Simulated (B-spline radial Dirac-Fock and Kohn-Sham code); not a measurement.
Dipole and non-dipole photoemission parameters of Te⁵⁺ 4p1/2

System: Te⁵⁺, configuration [Kr] 4d10 5s1; threshold 191.2 eV (orbital energy of the model). Calculated with a radial atomic solver, using Dirac-Hartree-Slater photoionisation with a Latter tail; cross sections with all multipoles, angular parameters from the dipole term and its interference with E2.

The run's input, task.json:

```json
{"items": [{
  "Z": 52,
  "q": 5,
  "cfg": [[1, 0, 2], [2, 0, 2], [2, 1, 6], [3, 0, 2], [3, 1, 6], [3, 2, 10], [4, 0, 2], [4, 1, 6], [4, 2, 10], [5, 0, 1]],
  "A": 130,
  "rrms": 4.7423,
  "do": "xps",
  "hv": [53.9, 60, 73.1, 120.0, 150, 198.0, 206.0, 282.0, 300, 652.0, 800, 945.0, 1000, 1040.0, 1460.0, 1800.0, 1910.0, 2000, 2350.0, 2470.0, 2580.0, 2920.0, 2984.4, 3350.0, 3710.0, 5414.7, 5740.0, 6130.0, 9510.0]
}]}
```

Run with: `python xray2_run.py task.json out`

For linearly polarised light dσ/dΩ = σ/(4π) [1 + β P₂(cos θ) + (δ + γ cos²θ) sin θ cos φ], with θ from the polarisation vector and φ the angle between the beam and the projection of the electron momentum on the plane normal to the polarisation.

```tsv
hν (eV)	σ (kb)	β	γ	δ
206	114	-0.333	-0.040	0.015
282	104	0.644	0.031	0.050
300	101	0.774	0.088	0.046
652	50.2	1.548	0.190	0.005
800	38.3	1.617	0.115	0.002
945	30.1	1.654	0.057	0.000
1000	27.6	1.663	0.040	0.000
1040	26.0	1.669	0.029	0.000
1460	14.7	1.690	-0.023	-0.001
1800	10.1	1.685	-0.007	-0.001
1910	9.04	1.681	0.004	-0.001
2000	8.28	1.678	0.016	-0.001
2350	6.04	1.662	0.070	0.000
2470	5.47	1.656	0.091	0.001
2580	5.00	1.650	0.111	0.001
2920	3.87	1.631	0.178	0.002
2984.4	3.70	1.628	0.191	0.003
3350	2.89	1.608	0.265	0.004
3710	2.31	1.588	0.338	0.006
5414.7	?	?	?	?
5740	0.839	1.485	0.725	0.022
6130	0.715	1.468	0.792	0.025
9510	0.232	1.333	1.269	0.060
```

Question: Give the values at Cr Kα (5414.7 eV).

Answer: σ = 0.967 kb, β = 1.501, γ = 0.668, δ = 0.019.
